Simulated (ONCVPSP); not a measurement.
## An all-electron radial function and its pseudo partner (phosphorus (P))

Columns: radius, all-electron u(r) and pseudo u(r) of the 3p shell (level -5.50 eV) of phosphorus in the configuration [Ne] 3s1.75 3p3.25; BLYP, scalar-relativistic, ONCV scheme, ONCVPSP 4.0.1.

| r (bohr) | all-electron | pseudo |
| --- | --- | --- |
| 0.095 | -0.1244 | 0.0051 |
| 0.190 | -0.2576 | 0.0204 |
| 0.285 | -0.3015 | 0.0456 |
| 0.380 | -0.2687 | 0.0799 |
| 0.475 | -0.1879 | 0.1223 |
| 0.570 | -0.0828 | 0.1712 |
| 0.665 | 0.0305 | 0.2246 |
| 0.760 | 0.1420 | 0.2806 |
| 0.855 | 0.2457 | 0.3374 |
| 0.950 | 0.3385 | 0.3937 |
| 1.045 | 0.4191 | 0.4481 |
| 1.140 | 0.4874 | 0.4994 |
| 1.235 | 0.5437 | 0.5464 |
| 1.330 | 0.5889 | 0.5875 |
| 1.425 | 0.6238 | 0.6215 |
| 1.520 | 0.6492 | 0.6476 |
| 1.615 | 0.6662 | 0.6655 |
| 1.710 | 0.6759 | 0.6757 |
| 1.805 | 0.6793 | 0.6793 |
| 1.900 | 0.6775 | 0.6774 |
| 1.995 | 0.6712 | 0.6712 |
| 2.090 | 0.6613 | 0.6613 |
| 2.185 | 0.6486 | 0.6486 |
| 2.280 | 0.6335 | 0.6335 |
| 2.375 | 0.6166 | 0.6166 |
| 2.470 | 0.5984 | 0.5984 |

Question: How many radial nodes do the two functions have?

Answer: The all-electron 3p function has n − l − 1 = 1; the pseudo-wave has 0, since the states of the same l below it are removed with the core.

Question: At about which radius was the pseudo-wave matched?

Answer: 1.90 bohr. The columns agree to 0.0005 from 1.71 bohr on; several derivatives are matched, so the curves merge somewhat inside the radius.

Question: Is the pseudo-wave norm-conserving?

Answer: Yes: the ONCV scheme keeps the norm inside the radius equal to the all-electron one, which fixes the energy derivative of the logarithmic derivative at the level.
